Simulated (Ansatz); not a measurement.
Compare A (`FC1([SiH3])N=CO1`) with its isomer B (`OC1([SiH3])N=C1F`).

Program: Ansatz. Geometries: PBE0-D4/def2-TZVP. ΔE: electronic, gas phase. CCSD(T)/CBS is the MP2 limit (def2-TZVPP, def2-QZVPP) plus CCSD(T) − MP2 in def2-TZVPP, frozen cores. DFT in def2-TZVPP. B3LYP here is the variant with VWN-RPA as its local correlation; programs differ in this. One conformer a species, not always the lowest.

Problem. Which isomer does CCSD(T)/CBS put lower? Give the gap. (An estimate is asked.)

Solution. Ansatz gave: A, by 15.6 kcal/mol.

Problem. Give E(B) − E(A) in kcal/mol with CCSD/def2-TZVPP, PBE-D4, B3LYP, CCSD(T)/def2-TZVPP, PBE0-D4, r2SCAN-D4, MP2/def2-TZVPP. (Best estimate.)

Solution. Computed: CCSD/def2-TZVPP 16.2, PBE-D4 13.8, B3LYP 14.1, CCSD(T)/def2-TZVPP 15.7, PBE0-D4 15.2, r2SCAN-D4 15.0, MP2/def2-TZVPP 13.7. None reverses the order clearly.

Largest T1 diagnostic: 0.015.

In def2-TZVPP, CCSD(T) changes the Hartree–Fock value by −2.7 kcal/mol (the triples alone add −0.5 kcal/mol) and MP2 by −4.7 kcal/mol. From PBE to PBE0 (25 % exact exchange), in def2-TZVPP and without D4, E(B) − E(A) moves by +1.5 kcal/mol.
